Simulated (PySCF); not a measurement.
**Two-photon absorption: `Cl/C=C/c1ccccc1`, C₈H₇Cl**

Geometry:
| atom | x (Å) | y (Å) | z (Å) |
| --- | --- | --- | --- |
| Cl1 | 4.915 | -0.096 | -0.076 |
| C2 | 3.274 | 0.423 | -0.124 |
| C3 | 2.241 | -0.422 | -0.023 |
| C4 | 0.822 | -0.059 | -0.055 |
| C5 | 0.366 | 1.262 | -0.203 |
| C6 | -0.994 | 1.547 | -0.226 |
| C7 | -1.933 | 0.521 | -0.102 |
| C8 | -1.497 | -0.793 | 0.046 |
| C9 | -0.135 | -1.078 | 0.068 |
| H10 | 3.171 | 1.503 | -0.245 |
| H11 | 2.463 | -1.487 | 0.096 |
| H12 | 1.082 | 2.081 | -0.301 |
| H13 | -1.327 | 2.581 | -0.342 |
| H14 | -3.002 | 0.749 | -0.120 |
| H15 | -2.222 | -1.605 | 0.143 |
| H16 | 0.202 | -2.112 | 0.184 |

Theory: TDDFT CAM-B3LYP/aug-cc-pVDZ excited states, vertical, gas phase (PySCF). Geometry: PBE0-D3(BJ)/def2-SVP.

**Question.** Give the one- and two-photon strengths of the lowest singlets.

**Answer.** δ for parallel linear polarisation; σ at the peak of a Lorentzian of half width 0.1 eV, single beam; Ω is circular over linear.
| state | E (eV) | f | photon λ (nm) | δ (au) | σ (GM) | Ω | main |
| --- | --- | --- | --- | --- | --- | --- | --- |
| S1 | 4.76 | 0.414 | 521 | 22.8 | 0.19 | 0.98 | HOMO→LUMO 0.86 |
| S2 | 5.04 | 0.085 | 492 | 80.5 | 0.75 | 0.84 | HOMO−1→LUMO 0.45, HOMO→LUMO+3 0.39 |
| S3 | 5.78 | 0.001 | 429 | 4.98 | 0.06 | 1.50 | HOMO→LUMO+1 0.72, HOMO→LUMO+4 0.14 |
| S4 | 6.09 | 0.283 | 407 | 87.6 | 1.19 | 0.69 | HOMO→LUMO+3 0.49, HOMO−1→LUMO 0.44 |
| S5 | 6.12 | 0.000 | 405 | 14.4 | 0.20 | 1.50 | HOMO→LUMO+2 0.78, HOMO→LUMO+5 0.10 |
| S6 | 6.30 | 0.008 | 394 | 24.4 | 0.35 | 1.50 | HOMO→LUMO+4 0.68, HOMO→LUMO+1 0.15 |

Among these, the strongest one-photon state is S1, the strongest two-photon state S4, with a dipole change of 0.9 D (relaxed, norm of the difference vector).
